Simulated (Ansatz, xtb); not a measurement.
C3H6CuF: which of two structures lies lower

Structure I is a singlet given by its coordinates and structure II is `C[C@H](F)[CH2][Cu]`, a singlet. Both are isolated molecules in the gas phase, relaxed with B3LYP-D3(BJ)/def2-SVP; the shapes shown needn't be the lowest conformers.

I (Å):

```yaml
atoms:
  - { symbol: C, position_ang: [-1.3596, -0.4186, 0.2602] }
  - { symbol: C, position_ang: [-0.0907, -0.6610, -0.4647] }
  - { symbol: C, position_ang: [-0.1282, -1.8060, -1.4037] }
  - { symbol: Cu, position_ang: [1.3982, 0.3681, -0.2209] }
  - { symbol: F, position_ang: [2.8295, 1.3583, 0.0130] }
  - { symbol: H, position_ang: [-1.2263, 0.0706, 1.2355] }
  - { symbol: H, position_ang: [-2.0210, -1.3007, 0.3410] }
  - { symbol: H, position_ang: [-1.8949, 0.3181, -0.3785] }
  - { symbol: H, position_ang: [-1.1389, -2.0799, -1.7581] }
  - { symbol: H, position_ang: [0.5772, -1.7151, -2.2419] }
  - { symbol: H, position_ang: [0.2339, -2.6628, -0.7937] }
```

Close contacts (Å): C1–C2 1.48, C2–C3 1.48, C2–Cu4 1.83, Cu4–F5 1.76, C1–H6 1.10, C1–H7 1.11, C1–H8 1.11, C3–H9 1.11, C3–H10 1.10, C3–H11 1.11.

II (Å):

```csv
atom,x (Å),y (Å),z (Å)
C,-0.8310,-0.3140,0.7919
C,0.3546,-1.0302,0.1825
C,0.5109,-0.8199,-1.3161
Cu,-1.2825,-1.1325,2.4660
F,0.2337,-2.4183,0.3917
H,-0.6092,0.7523,0.9577
H,-1.7242,-0.3915,0.1482
H,1.2825,-0.7232,0.6981
H,0.6618,0.2469,-1.5422
H,-0.3951,-1.1613,-1.8415
H,1.3732,-1.3859,-1.7021
```

Quicker runs give these differences E(II) − E(I): GFN2-xTB +15.56 kcal/mol; HF/STO-3G −43.29 kcal/mol (at GFN2-xTB geometries); r2SCAN-D4/def2-SVP +2.44 kcal/mol (at GFN2-xTB geometries).

Task: Estimate which is lower in electronic energy at CCSD(T)/def2-SVP + ΔMP2/def2-TZVPP, and by roughly how much.

Result: Too close to call at this level: CCSD(T)/def2-SVP + ΔMP2/def2-TZVPP gives E(II) − E(I) = −0.76 kcal/mol.

How the difference moves with the method:

```csv
level,geometry,E(II) − E(I) (kcal/mol),departure from the last row (kcal/mol),"job, with rough time for the two"
GFN2-xTB,GFN2-xTB,+15.56,+16.32,"optimisation, 0.46 s"
HF/STO-3G,GFN2-xTB,−43.29,−42.53,"single point, 5.5 s"
r2SCAN-D4/def2-SVP,GFN2-xTB,+2.44,+3.20,"single point, 5.5 s"
B3LYP-D3(BJ)/def2-SVP,B3LYP-D3(BJ)/def2-SVP,−7.71,−6.95,"optimisation, 58 s"
HF/def2-SVP,B3LYP-D3(BJ)/def2-SVP,−21.19,−20.43,part of the CCSD(T) run
MP2/def2-SVP,B3LYP-D3(BJ)/def2-SVP,−9.64,−8.88,part of the CCSD(T) run
CCSD(T)/def2-SVP,B3LYP-D3(BJ)/def2-SVP,−8.02,−7.26,single point
CCSD(T)/def2-SVP + ΔMP2/def2-TZVPP,B3LYP-D3(BJ)/def2-SVP,−0.76,,"single point, 87 s"
```

The largest departure from CCSD(T)/def2-SVP + ΔMP2/def2-TZVPP is that of HF/STO-3G, 42.53 kcal/mol. The last row adds to CCSD(T) the change of the MP2 difference between the two basis sets, here +7.26 kcal/mol, a large step that makes the value less sure.

With harmonic frequencies from B3LYP-D3(BJ)/def2-SVP (ideal gas, rigid rotor, one conformer each, 400 K, 1 atm): on the last row, ΔE + ΔZPE = +1.63, ΔH = +0.71, ΔG = +2.23 kcal/mol.

The T1 diagnostic of structures I and II is large, so the coupled-cluster value is less sure. The correlated steps freeze 9 core orbitals; the last core shell of Cu is correlated, in a basis made for valence electrons. Programs: Ansatz 0.2.0, xtb 6.7.1; the last row on 2 threads of Arm Neoverse V1 on a shared host.
